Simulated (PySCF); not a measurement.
diboron tetrachloride (B2Cl4), singlet, geometry from GFN2-xTB; PySCF with DF-TPSS/3-21G.

PySCF was given this input:
```python
from pyscf import gto, scf, dft

mol = gto.Mole()
mol.atom = '''
    Cl   -1.72231116   -1.20807352    0.89204460
    B    -0.84531679   -0.07852237   -0.06467927
    Cl   -1.75980786    0.88461581   -1.15847834
    B     0.84531679    0.07852237    0.06467927
    Cl    1.91510219   -0.85476349   -0.90736095
    Cl    1.56701683    1.17822120    1.17379469
'''
mol.basis = '3-21g'
mol.verbose = 4
mol.build()

mf = dft.RKS(mol)
mf.xc = 'tpss'
mf = mf.density_fit(auxbasis='def2-universal-jkfit')
mf.kernel()
mf.analyze()
```

What the program printed (banner, timings and long lists left out):

```
PySCF version 2.14.0

[INPUT] verbose = 4
[INPUT] num. atoms = 6
[INPUT] num. electrons = 78
[INPUT] charge = 0
[INPUT] spin (= nelec alpha-beta = 2S) = 0
[INPUT] symmetry False subgroup None
[INPUT] Mole.unit = angstrom
[INPUT] Symbol           X                Y                Z      unit          X                Y                Z       unit  Magmom
[INPUT]  1 Cl    -1.722311160000  -1.208073520000   0.892044600000 AA   -3.254696393682  -2.282928091139   1.685719984897 Bohr   0.0
[INPUT]  2 B     -0.845316790000  -0.078522370000  -0.064679270000 AA   -1.597417221596  -0.148385773952  -0.122226106237 Bohr   0.0
[INPUT]  3 Cl    -1.759807860000   0.884615810000  -1.158478340000 AA   -3.325554887257   1.671681606360  -2.189206783841 Bohr   0.0
[INPUT]  4 B      0.845316790000   0.078522370000   0.064679270000 AA    1.597417221596   0.148385773952   0.122226106237 Bohr   0.0
[INPUT]  5 Cl     1.915102190000  -0.854763490000  -0.907360950000 AA    3.619018639655  -1.615268897377  -1.714663691625 Bohr   0.0
[INPUT]  6 Cl     1.567016830000   1.178221200000   1.173794690000 AA    2.961232641284   2.226515382156   2.218150490569 Bohr   0.0

nuclear repulsion = 427.099246664361
number of shells = 38
number of NR pGTOs = 138
number of NR cGTOs = 70
basis = 3-21g
ecp = {}

******** <class 'pyscf.df.df_jk.DFRKS'> ********
method = DFRKS
initial guess = minao
damping factor = 0
level_shift factor = 0
DIIS = <class 'pyscf.scf.diis.CDIIS'>
diis_start_cycle = 1
diis_space = 8
diis_damp = 0
SCF conv_tol = 1e-09
SCF conv_tol_grad = None
SCF max_cycles = 50
direct_scf = False
XC library pyscf.dft.libxc version 7.1.2
    S. Lehtola, C. Steigemann, M. J. T. Oliveira, and M. A. L. Marques,  SoftwareX 7, 1–5 (2018)
XC functionals = tpss
    J. Tao, J. P. Perdew, V. N. Staroverov, and G. E. Scuseria,  Phys. Rev. Lett. 91, 146401 (2003)
    J. P. Perdew, J. Tao, V. N. Staroverov, and G. E. Scuseria,  J. Chem. Phys. 120, 6898 (2004)
    J. Tao, J. P. Perdew, V. N. Staroverov, and G. E. Scuseria,  Phys. Rev. Lett. 91, 146401 (2003)
    J. P. Perdew, J. Tao, V. N. Staroverov, and G. E. Scuseria,  J. Chem. Phys. 120, 6898 (2004)
radial grids:
    Treutler-Ahlrichs [JCP 102, 346 (1995); DOI:10.1063/1.469408] (M4) radial grids

becke partition: Becke, JCP 88, 2547 (1988); DOI:10.1063/1.454033
pruning grids: <function nwchem_prune>
grids dens level: 3
symmetrized grids: False
atomic radii adjust function: <function treutler_atomic_radii_adjust>
small_rho_cutoff = 0
Set gradient conv threshold to 3.16228e-05
Initial guess from minao.
tot grids = 103616
init E= -1881.16967149127
  HOMO = -0.309201072175001  LUMO = -0.116750137835115  gap/eV = 5.23686
cycle= 1 E= -1881.52994990624  delta_E= -0.36  |g|= 0.329  |ddm|= 3.24
  HOMO = -0.283446964517551  LUMO = -0.138689035243393  gap/eV = 3.93906
cycle= 2 E= -1881.43824002562  delta_E= 0.0917  |g|= 0.652  |ddm|= 1.92
  HOMO = -0.272989018868515  LUMO = -0.101845033309711  gap/eV = 4.65707
cycle= 3 E= -1881.56605141093  delta_E= -0.128  |g|= 0.0298  |ddm|= 1.17
  HOMO = -0.281381024017549  LUMO = -0.110094543307511  gap/eV = 4.66094
cycle= 4 E= -1881.5663041156  delta_E= -0.000253  |g|= 0.00944  |ddm|= 0.0705
  HOMO = -0.280080117063181  LUMO = -0.108509589496778  gap/eV = 4.66867
cycle= 5 E= -1881.5663362167  delta_E= -3.21e-05  |g|= 0.00058  |ddm|= 0.0267
  HOMO = -0.280089698702118  LUMO = -0.108507169328508  gap/eV = 4.66900
cycle= 6 E= -1881.56633632178  delta_E= -1.05e-07  |g|= 1.85e-05  |ddm|= 0.00135
  HOMO = -0.280088234996336  LUMO = -0.108504976538777  gap/eV = 4.66902
cycle= 7 E= -1881.56633632192  delta_E= -1.36e-10  |g|= 3.89e-06  |ddm|= 9.36e-05
  HOMO = -0.280088201103397  LUMO = -0.108504849214063  gap/eV = 4.66902
Extra cycle  E= -1881.56633632191  delta_E= 9.09e-12  |g|= 6.11e-06  |ddm|= 2.13e-05
converged SCF energy = -1881.56633632191
**** SCF Summaries ****
Total Energy =                       -1881.566336321906874
Nuclear Repulsion Energy =             427.099246664360578
One-electron Energy =                -3447.797850397401817
Two-electron Energy =                 1139.132267411134535
Two-electron Coulomb Energy =         1260.211459913822409
DFT Exchange-Correlation Energy =     -121.079192502687775
HOMO-LUMO gap [eV] =                     4.669020822866170
**** MO energy ****
MO #1   energy= -100.319934283457  occ= 2
MO #2   energy= -100.319929705834  occ= 2
MO #3   energy= -100.319732346006  occ= 2
MO #4   energy= -100.319665828646  occ= 2
MO #5   energy= -9.20994004867862  occ= 2
MO #6   energy= -9.20993498858373  occ= 2
MO #7   energy= -9.20924811305189  occ= 2
MO #8   energy= -9.20897512078974  occ= 2
MO #9   energy= -6.99576292069038  occ= 2
MO #10  energy= -6.99576163555799  occ= 2
MO #11  energy= -6.99572790625218  occ= 2
MO #12  energy= -6.99572075021421  occ= 2
MO #13  energy= -6.98906595786058  occ= 2
MO #14  energy= -6.98903088208962  occ= 2
MO #15  energy= -6.98902171936927  occ= 2
MO #16  energy= -6.98893414661134  occ= 2
MO #17  energy= -6.98594456227631  occ= 2
MO #18  energy= -6.98594136784274  occ= 2
MO #19  energy= -6.98580223237046  occ= 2
MO #20  energy= -6.9857719556744   occ= 2
MO #21  energy= -6.67248153850959  occ= 2
MO #22  energy= -6.67147898516644  occ= 2
MO #23  energy= -0.856765099545447 occ= 2
MO #24  energy= -0.848214724317544 occ= 2
MO #25  energy= -0.80826120239527  occ= 2
MO #26  energy= -0.808257195313708 occ= 2
MO #27  energy= -0.519276896789441 occ= 2
MO #28  energy= -0.474358130547745 occ= 2
MO #29  energy= -0.424226042994557 occ= 2
MO #30  energy= -0.42057516186323  occ= 2
MO #31  energy= -0.420572845332468 occ= 2
MO #32  energy= -0.373362378276729 occ= 2
MO #33  energy= -0.373360514509296 occ= 2
MO #34  energy= -0.346084380381476 occ= 2
MO #35  energy= -0.326322175026335 occ= 2
MO #36  energy= -0.321882486803875 occ= 2
MO #37  energy= -0.305499744325074 occ= 2
MO #38  energy= -0.305490205271851 occ= 2
MO #39  energy= -0.280088201103397 occ= 2
MO #40  energy= -0.108504849214063 occ= 0
MO #41  energy= -0.10850377061959  occ= 0
MO #42  energy= 0.0388656297408811 occ= 0
MO #43  energy= 0.0771406952288234 occ= 0
MO #44  energy= 0.136975802606488  occ= 0
MO #45  energy= 0.136977526614161  occ= 0
MO #46  energy= 0.200875662984747  occ= 0
MO #47  energy= 0.376331301970426  occ= 0
 ** Mulliken pop on meta-lowdin orthogonal AOs  **
 ** Mulliken pop  **
 ** Mulliken atomic charges  **
charge of    0Cl =      0.01449
charge of    1B =     -0.02898
charge of    2Cl =      0.01449
charge of    3B =     -0.02901
charge of    4Cl =      0.01450
charge of    5Cl =      0.01450
Dipole moment(X, Y, Z, Debye): -0.00002, -0.00005,  0.00001
```
